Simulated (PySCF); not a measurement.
Sn(OAc)2(OH)2, C₄H₈O₆Sn, SMILES CC(=O)[O][Sn]([OH])([OH])[O]C(C)=O, singlet, GFN2-xTB optimised geometry.

```
19

C     -0.82     2.32    -1.76
C     -0.47     0.95    -1.25
O     -0.54     0.77     0.00
O     -0.14     0.05    -2.02
Sn     0.06    -1.38     0.00
O     -0.40    -1.94     1.83
O      2.00    -1.38     0.00
O     -0.54    -3.07    -1.24
C     -1.78    -2.84    -1.42
C     -2.49    -3.83    -2.32
O     -2.36    -1.90    -0.91
H     -0.40     2.46    -2.75
H     -0.44     3.07    -1.07
H     -1.90     2.39    -1.81
H     -1.29    -1.70     2.10
H      2.36    -1.83     0.78
H     -2.21    -4.84    -2.05
H     -3.56    -3.69    -2.24
H     -2.17    -3.64    -3.34
```

Density from PBE0/def2-SVP, def2 effective core potentials past Kr (PySCF 2.14.0) at that geometry. The core electrons that the potentials of Sn replace are not part of the density.

Minimum of the electron density along straight lines between bonded atoms, close to the bond critical point (lines longer than 1.1 times the sum of covalent radii, or with two minima, are not listed):

```
bond     length / Å  ρ at the minimum / e bohr⁻³  ∇²ρ there / e bohr⁻⁵  position (fraction from the first atom)
-------  ----------  ---------------------------  --------------------  ---------------------------------------
C1–C2         1.507                        0.256                 -0.62                                     0.47
C2–O3         1.263                        0.366                 -0.06                                     0.33
C2–O4         1.228                        0.398                  0.14                                     0.33
O3–Sn5        2.233                        0.066                  0.22                                     0.49
Sn5–O6        1.967                        0.111                  0.60                                     0.51
Sn5–O7        1.947                        0.116                  0.63                                     0.51
Sn5–O8        2.178                        0.073                  0.27                                     0.51
O8–C9         1.273                        0.356                 -0.08                                     0.67
C9–C10        1.509                        0.256                 -0.62                                     0.52
C9–O11        1.222                        0.403                  0.13                                     0.33
C1–H12        1.085                        0.280                 -1.06                                     0.64
C1–H13        1.086                        0.278                 -1.04                                     0.64
C1–H14        1.088                        0.274                 -1.01                                     0.63
O6–H15        0.960                        0.352                 -2.36                                     0.82
O7–H16        0.961                        0.351                 -2.32                                     0.82
C10–H17       1.086                        0.277                 -1.03                                     0.63
C10–H18       1.085                        0.279                 -1.06                                     0.64
C10–H19       1.088                        0.275                 -1.01                                     0.63
```
